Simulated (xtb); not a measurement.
C2H7Si, doublet, from a rough starting geometry; xtb with GFN2-xTB.

xtb was given this input:
```
$ xtb mol.xyz --gfn 2 --uhf 1 --opt vtight --json

# file mol.xyz
10

C      1.61047180     0.49274048     0.00966806
Si     0.18676811    -0.74003943    -0.32193937
C     -1.39224121     0.15853666     0.24620334
H      2.59200052     0.08328051     0.19361007
H      1.57376695     1.58418789     0.11447870
H      0.12153518    -0.91124941    -1.76099244
H      0.39745269    -1.89080732     0.40400954
H     -1.50473374     0.05532789     1.33840754
H     -2.26948606    -0.21968066    -0.25943333
H     -1.39867010     1.29101323     0.09473983
```

The log (banner, timings and long lists left out):

```
   ID    Z sym.   atoms
    1    6 C      1, 3
    2   14 Si     2
    3    1 H      4-10

           -------------------------------------------------
          |                Calculation Setup                |
           -------------------------------------------------

           -------------------------------------------------
          |                 G F N 2 - x T B                 |
           -------------------------------------------------

          ...................................................
          :                      SETUP                      :
          :.................................................:
          :  # basis functions                  25          :
          :  # atomic orbitals                  24          :
          :  # shells                           14          :
          :  # electrons                        19          :
          :  max. iterations                   250          :
          :  Hamiltonian                  GFN2-xTB          :
          :  restarted?                      false          :
          :  GBSA solvation                  false          :
          :  PC potential                    false          :
          :  electronic temp.          300.0000000     K    :
          :  accuracy                    1.0000000          :
          :  -> integral cutoff          0.2500000E+02      :
          :  -> integral neglect         0.1000000E-07      :
          :  -> SCF convergence          0.1000000E-05 Eh   :
          :  -> wf. convergence          0.1000000E-03 e    :
          :  Broyden damping             0.4000000          :
          :  net charge                          0          :
          :  unpaired electrons                  1          :
          ...................................................

 iter      E             dE          RMSdq      gap      omega  full diag
   1     -9.5408038 -0.954080E+01  0.568E+00    4.70       0.0  T
   2     -9.5952805 -0.544767E-01  0.279E+00    3.91       1.0  T
   3     -9.5939900  0.129051E-02  0.202E+00    4.74       1.0  T
   4     -9.5994825 -0.549243E-02  0.879E-01    4.36       1.0  T
   5     -9.5994562  0.262348E-04  0.480E-01    4.38       1.0  T
   6     -9.5996691 -0.212846E-03  0.974E-02    4.29       1.0  T
   7     -9.5996684  0.625318E-06  0.340E-02    4.30       1.0  T
   8     -9.5996689 -0.502860E-06  0.237E-02    4.29       1.3  T
   9     -9.5996705 -0.158694E-05  0.847E-03    4.29       3.7  T
  10     -9.5996707 -0.169198E-06  0.257E-03    4.29      12.3  T
  11     -9.5996707 -0.497052E-08  0.103E-03    4.29      30.7  T
  12     -9.5996707 -0.264532E-08  0.184E-04    4.29     172.2  T
  13     -9.5996707 -0.386837E-10  0.324E-05    4.29     976.1  T

   *** convergence criteria satisfied after 13 iterations ***

         :::::::::::::::::::::::::::::::::::::::::::::::::::::
         ::                     SUMMARY                     ::
         :::::::::::::::::::::::::::::::::::::::::::::::::::::
         :: total energy              -9.469032075017 Eh    ::
         :: gradient norm              0.095373969494 Eh/a0 ::
         :: HOMO-LUMO gap              4.290141271895 eV    ::
         ::.................................................::
         :: SCC energy                -9.599667186128 Eh    ::
         :: -> isotropic ES            0.014162412925 Eh    ::
         :: -> anisotropic ES          0.004425680817 Eh    ::
         :: -> anisotropic XC          0.007778233151 Eh    ::
         :: -> dispersion             -0.004497760015 Eh    ::
         :: repulsion energy           0.130635111111 Eh    ::
         :: add. restraining           0.000000000000 Eh    ::
         :: total charge               0.000000000000 e     ::
         :::::::::::::::::::::::::::::::::::::::::::::::::::::

      -----------------------------------------------------------
     |                   =====================                   |
[...]
 * total energy  :    -9.4793219 Eh     change       -0.3024841E-05 Eh
 * total energy  :    -9.4793227 Eh     change       -0.8617726E-06 Eh
 * total energy  :    -9.4792858 Eh     change        0.3691046E-04 Eh
 * total energy  :    -9.4793238 Eh     change       -0.3799988E-04 Eh
 * total energy  :    -9.4793248 Eh     change       -0.9897303E-06 Eh
 * total energy  :    -9.4793252 Eh     change       -0.4128802E-06 Eh
 * total energy  :    -9.4793255 Eh     change       -0.2939766E-06 Eh
 * total energy  :    -9.4793264 Eh     change       -0.8719833E-06 Eh
 * total energy  :    -9.4793190 Eh     change        0.7370776E-05 Eh
 * total energy  :    -9.4793267 Eh     change       -0.7711594E-05 Eh
 * total energy  :    -9.4793269 Eh     change       -0.2085140E-06 Eh
 * total energy  :    -9.4793270 Eh     change       -0.6111555E-07 Eh
   *** GEOMETRY OPTIMIZATION CONVERGED AFTER 44 ITERATIONS ***
         :: total energy              -9.479326989906 Eh    ::
[...]
         9        2.0000           -0.3960906             -10.7782
        10        1.0000           -0.3389484              -9.2233 (HOMO)
        11                         -0.1540669              -4.1924 (LUMO)
        12                         -0.1516813              -4.1275
        13                         -0.1279383              -3.4814
        14                         -0.0393024              -1.0695
        15                         -0.0250837              -0.6826
        16                          0.1417542               3.8573
        17                          0.2082750               5.6675
        18                          0.2328080               6.3350
        19                          0.2348521               6.3907
        20                          0.2923471               7.9552
        21                          0.3546940               9.6517
       ...                                ...                  ...
        24                          0.7070453              19.2397
      -------------------------------------------------------------
                  HL-Gap            0.1848815 Eh            5.0309 eV
             Fermi-level           -0.3070136 Eh           -8.3543 eV

     #   Z          covCN         q      C6AA      α(0)
     1   6 C        2.733    -0.178    32.623     9.351
     2  14 Si       3.587     0.426   100.155    19.233
     3   6 C        3.650    -0.196    24.722     7.142
     4   1 H        0.926     0.037     2.486     2.465
     5   1 H        0.926     0.048     2.345     2.395
     6   1 H        0.915    -0.091     5.272     3.591
     7   1 H        0.916    -0.093     5.313     3.605
     8   1 H        0.925     0.017     2.776     2.605
     9   1 H        0.925     0.012     2.856     2.643
    10   1 H        0.925     0.017     2.776     2.605

 Mol. C6AA /au·bohr⁶  :       1103.666882
 Mol. C8AA /au·bohr⁸  :      34234.532932
 Mol. α(0) /au        :         55.636544

Wiberg/Mayer (AO) data.
largest (>0.10) Wiberg bond orders for each atom

 ---------------------------------------------------------------------------
     #   Z sym  total        # sym  WBO       # sym  WBO       # sym  WBO
 ---------------------------------------------------------------------------
     1   6 C    3.234 --     2 Si   1.111     4 H    0.993     5 H    0.988
     2  14 Si   3.781 --     1 C    1.111     3 C    0.900     7 H    0.876
                             6 H    0.874
     3   6 C    3.974 --     9 H    0.996     8 H    0.993    10 H    0.993
                             2 Si   0.900
     4   1 H    0.999 --     1 C    0.993
     5   1 H    0.998 --     1 C    0.988
     6   1 H    0.991 --     2 Si   0.874
     7   1 H    0.991 --     2 Si   0.876
     8   1 H    1.000 --     3 C    0.993
     9   1 H    1.000 --     3 C    0.996
    10   1 H    1.000 --     3 C    0.993
 ---------------------------------------------------------------------------

Topologies differ in total number of bonds
Writing topology from bond orders to xtbtopo.mol

molecular dipole:
                 x           y           z       tot (Debye)
 q only:        0.224      -0.068      -0.057
   full:        0.080       0.140       0.056       0.433
molecular quadrupole (traceless):
                xx          xy          yy          xz          yz          zz
 q only:       -0.531       0.178       0.421       0.145       0.158       0.110
  q+dip:        0.260       0.838       0.303       0.357       0.359      -0.563
   full:        0.761       0.398      -0.113       0.069       0.247      -0.648

optimized geometry written to: xtbopt.xyz

           -------------------------------------------------
          | TOTAL ENERGY               -9.479326989906 Eh   |
          | GRADIENT NORM               0.000054436882 Eh/α |
          | HOMO-LUMO GAP               5.030882177060 eV   |
           -------------------------------------------------
```
